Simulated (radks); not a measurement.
Neutral arsenic, 33 electrons, occupied as [Ar] 3d10 4s2 4p2 5s1 (not the ground configuration).

All-electron calculation, scalar-relativistic Kohn-Sham, PBE, spin-polarised, spherical densities, point nucleus; open shells are filled with parallel spins first. Program: a radial shooting solver on a logarithmic mesh with Libxc functionals.

Energy parts (Ry):
part                        energy
total                  -4521.27950
kinetic                 4608.39580
electron-nucleus      -10887.44433
Hartree                 1924.74251
exchange-correlation    -166.97348

Orbitals (lengths in bohr, moments of r in powers of bohr; <r^-3> diverges for s and p1/2):
1s up: occ. 1; eigenvalue (Ry) -861.7208; <1/r> 33.47; <r> 0.04550
1s down: occ. 1; eigenvalue (Ry) -861.7139; <1/r> 33.47; <r> 0.04550
2s up: occ. 1; eigenvalue (Ry) -109.6195; <1/r> 7.369; <r> 0.2028
2s down: occ. 1; eigenvalue (Ry) -109.6166; <1/r> 7.368; <r> 0.2028
2p up: occ. 3; eigenvalue (Ry) -96.16352; <1/r> 7.220; <r> 0.1772; <r^-3> 1106
2p down: occ. 3; eigenvalue (Ry) -96.15763; <1/r> 7.220; <r> 0.1772; <r^-3> 1106
3s up: occ. 1; eigenvalue (Ry) -14.33345; <1/r> 2.385; <r> 0.5983
3s down: occ. 1; eigenvalue (Ry) -14.32446; <1/r> 2.385; <r> 0.5982
3p up: occ. 3; eigenvalue (Ry) -10.17208; <1/r> 2.231; <r> 0.6173; <r^-3> 153.2
3p down: occ. 3; eigenvalue (Ry) -10.16163; <1/r> 2.232; <r> 0.6169; <r^-3> 153.3
3d up: occ. 5; eigenvalue (Ry) -3.33641; <1/r> 1.906; <r> 0.6793; <r^-3> 16.88
3d down: occ. 5; eigenvalue (Ry) -3.31960; <1/r> 1.912; <r> 0.6755; <r^-3> 16.97
4s up: occ. 1; eigenvalue (Ry) -1.41243; <1/r> 0.6962; <r> 1.886
4s down: occ. 1; eigenvalue (Ry) -1.27331; <1/r> 0.7032; <r> 1.878
4p up: occ. 2; eigenvalue (Ry) -0.68480; <1/r> 0.5555; <r> 2.343; <r^-3> 9.963
4p down: occ. 0; eigenvalue (Ry) -0.54227; <1/r> 0.5512; <r> 2.378; <r^-3> 9.940
4d up: occ. 0; eigenvalue (Ry) -0.03015; <1/r> 0.1743; <r> 7.588; <r^-3> 0.09124
5s up: occ. 1; eigenvalue (Ry) -0.15472; <1/r> 0.2091; <r> 6.055
5p up: occ. 0; eigenvalue (Ry) -0.06313; <1/r> 0.1520; <r> 8.318; <r^-3> 0.7250

The highest occupied level is 5s up at -2.105 eV. The configuration is held as typed, so some empty levels lie below it. Spin moment in Bohr magnetons: 3. The density falls to 0.001 e/bohr^3 at r = 4.65 bohr.
